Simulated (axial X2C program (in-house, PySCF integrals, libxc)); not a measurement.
# GeSe⁻: from the spin-free to the two-component result

All values were computed with an in-house relativistic program for diatomic molecules. Spin-free means the one-electron spin-free X2C Hamiltonian; two-component (2c) means X2C with spin–orbit coupling and atomic mean-field two-electron Coulomb and Gaunt terms, so the difference of the two also holds small scalar two-electron terms. Basis: Se dyall-acv3z [9s10p7d5f1g], Ge dyall-acv3z [10s10p8d5f1g] (cores contracted in-house); Gaussian nuclei, density fitting, unrestricted open shells. Masses: Se 79.917 u, Ge 73.921 u.

Spin-free state: M_S = 1/2, Λ = 1 (beyond evenly filled blocks: π+α); fragments Se- + Ge.

```tsv
level	Re (Å)	ωe (cm⁻¹)	De (eV)	μ (D)
PBE0	2.244	331.2	3.793	0.01
HF	2.246	339.6	2.179	0.81
CCSD	2.259	332.1	3.509	n/a
CCSD(T)	2.269	324.3	3.702	n/a
PW91	2.269	311.9	4.026	-0.31
```

Correlated methods: 11 electrons correlated (number of frozen shells: Se 3 s, 2 p, 1 d; Ge 3 s, 2 p, 1 d), 313 virtual spin orbitals or spinors in MP2, 90 natural virtuals in coupled cluster.

Dipoles are positive if Ge is the positive end and refer to the centre of mass.

(1) Within this multiplet, which Ω should lie lowest by the rule for regular and inverted multiplets?

Two-component determinant lowest at the distance of the search:

Ω = 1/2 (⟨Sz⟩ = -0.50, ⟨Lz⟩ = 1.00 at HF); fragments Se- + Ge.

```json
{"level": "PBE0", "Re (Å)": "2.246", "ωe (cm⁻¹)": "329.9", "μ (D)": "0.05"}
{"level": "HF", "Re (Å)": "2.249", "ωe (cm⁻¹)": "337.8", "μ (D)": "0.82"}
{"level": "CCSD", "Re (Å)": "2.261", "ωe (cm⁻¹)": "331.4", "μ (D)": "n/a"}
{"level": "CCSD(T)", "Re (Å)": "2.271", "ωe (cm⁻¹)": "324.4", "μ (D)": "n/a"}
{"level": "PW91", "Re (Å)": "2.272", "ωe (cm⁻¹)": "310.6", "μ (D)": "-0.25"}
```

(2) From the two tables, how do the constants change at the CCSD(T) level (2c against spin-free)?

The state is one determinant whose occupation by symmetry is held fixed; it was picked as the lowest of a PBE0 search that is not exhaustive. De is counted from the lowest determinant-based energies of the atoms at the same level, without counterpoise correction. De is not given where an atomic determinant may have missed its ground term or J level, or where the truncated virtual space spoils (T). Density functionals use the spin component along the axis (collinear). Coupled cluster ran in a truncated set of natural virtual spinors; the MP2 energy of the rest was added. (T) has no such correction and the atoms are truncated less, which lowers De at CCSD(T) by a hundredth of an eV or more. The functionals have no current-density term, which raises determinants with orbital currents, atoms included. Some points did not converge and are left out. The highest occupied level of some functionals is positive through self-interaction error; at Hartree–Fock it is bound. With the outer-core shells frozen, correlated bond lengths of heavy atoms tend to come out a few hundredths of an ångström too long. Hartree–Fock gets electron affinities wrong, so its lowest charge split need not be the true one.

Answers

(1) The open π shell holds one electron, so the multiplet is regular: Ω = Λ − 1/2 = 1/2. The PBE0 2c search agrees.

(2) At the CCSD(T) level Re goes up by 0.002 Å and ωe doesn't move by more than 0.2 cm⁻¹.
